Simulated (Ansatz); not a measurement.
Consider the redistribution: `C[N](C)[Ga]([F])[SH]` + `NBN` → `[NH2][Ga]([F])[SH]` + `CN(C)BN`.

Calculated with Ansatz (gas phase, PBE0-D4/def2-TZVP geometries, no zero-point term in ΔE). CCSD(T)/CBS is the MP2 limit (def2-TZVPP, def2-QZVPP) plus CCSD(T) − MP2 in def2-TZVPP, frozen cores. DFT in def2-TZVPP. For Ga outer-core shells are correlated without core-valence functions, which leaves a few kJ/mol of doubt a bond. Scalar relativity is left out up to krypton. Each species was taken in one conformer, which may not be the lowest.

| level | ΔE (kcal/mol) | difference from CCSD(T)/CBS |
| --- | --- | --- |
| r2SCAN-D4 | -1.2 | 0.3 |
| PBE0-D4 | -1.3 | 0.2 |
| ωB97X-V | -1.6 | -0.1 |
| ωB97M-V | -1.7 | -0.2 |
| B2PLYP | -1.3 | 0.2 |
| PBE | -1.3 | 0.2 |
| r2SCAN | -1.3 | 0.2 |
| MP2/def2-TZVPP | -1.1 | 0.4 |
| SCS-MP2/def2-TZVPP | -1.1 | 0.4 |
| CCSD/def2-TZVPP | -1.3 | 0.2 |
| CCSD(T)/def2-TZVPP | -1.2 | 0.3 |
| HF/def2-QZVPP | -1.7 | -0.2 |
| MP2/def2-QZVPP | -1.2 | 0.3 |
| HF/CBS(def2) | -1.7 | -0.2 |
| MP2/CBS(def2) | -1.3 | 0.2 |
| CCSD/CBS(def2) | -1.6 | -0.1 |
| CCSD(T)/CBS | -1.5 | 0 |

Largest T1 diagnostic among the species: 0.013.
